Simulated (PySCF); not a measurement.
## Ne⁺: ionisation energy

Ne⁺ [He] 2s2 2p5 (2P) → Ne²⁺ [He] 2s2 2p4 (3P), as a difference of total energies. Computed with PySCF 2.14 in dyall-av3z, with the non-relativistic Hamiltonian (point nucleus). Correlated levels: valence: 1s2 frozen; virtual orbitals above 40 to 60 times the deepest correlated orbital energy dropped. The calculations carry no spin-orbit coupling.

```json
{"method": "UHF", "ionisation energy (eV)": "39.272", "error (eV)": "-1.691"}
{"method": "MP2 (valence)", "ionisation energy (eV)": "40.793", "error (eV)": "-0.170"}
{"method": "SCS-MP2 (valence)", "ionisation energy (eV)": "40.790", "error (eV)": "-0.173"}
{"method": "CCSD (valence)", "ionisation energy (eV)": "40.723", "error (eV)": "-0.240"}
{"method": "CCSD(T) (valence)", "ionisation energy (eV)": "40.757", "error (eV)": "-0.206"}
```

Reference: 40.963 eV (measured; NIST Atomic Spectra Database, ionization energies).

Errors of the correlated levels include the incompleteness of this basis and the frozen core.
